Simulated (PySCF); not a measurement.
PySCF 2.14.0 with density-fitted response routines calculation with geometry: GFN2-xTB and σ from GIAO-PBE0/pcSseg-1; rapidly exchanging positions averaged, one conformer, non-relativistic, no solvent model.

Scale: TMS for ¹H, ¹³C (reference shieldings calculated alike). Shifts are as computed. Against solution values, carbons near 30 ppm lie about +3 ppm off and those near 130 ppm about +5 ppm; carbons on Cl a further +6 ppm. Of 1309 compounds with measured shifts, 239 miss one by over three times the rms of a fit or turn the order of signals round; such compounds aren't used in these exercises. Carbons bonded to Cl come out too deshielded. OH and NH positions are gas-phase values without hydrogen bonding to other molecules.

Problem. Order these molecules by the shift of their most shielded carbon, lowest δ first.
A. FC/C(Cl)=C1\C=CCO1
B. C/C=C(\Cl)C[SiH2]C(F)(F)F
C. C[C@@H](F)/C=C\[C@@H](F)C(F)F

Solution. B (18.0 ppm, allylic methyl carbon), C (24.2 ppm, methyl carbon), A (81.3 ppm, allylic sp3 CH2 bonded to O).

Problem. How many ¹³C and ¹H signals does each give (equivalence by symmetry and fast rotation, but not about amide C–N or C=N bonds)? `C/C=C(\Cl)C[SiH2]C(F)(F)F`, `C=C(C)C1=C[Si@H](N[SiH3])C=C1`, `FC/C(Cl)=C1\C=CCO1`, `C[C@@H](F)/C=C\[C@@H](F)C(F)F`

Solution. C/C=C(\Cl)C[SiH2]C(F)(F)F: 5 C, 4 H; C=C(C)C1=C[Si@H](N[SiH3])C=C1: 7 C, 9 H; FC/C(Cl)=C1\C=CCO1: 6 C, 4 H; C[C@@H](F)/C=C\[C@@H](F)C(F)F: 6 C, 6 H.
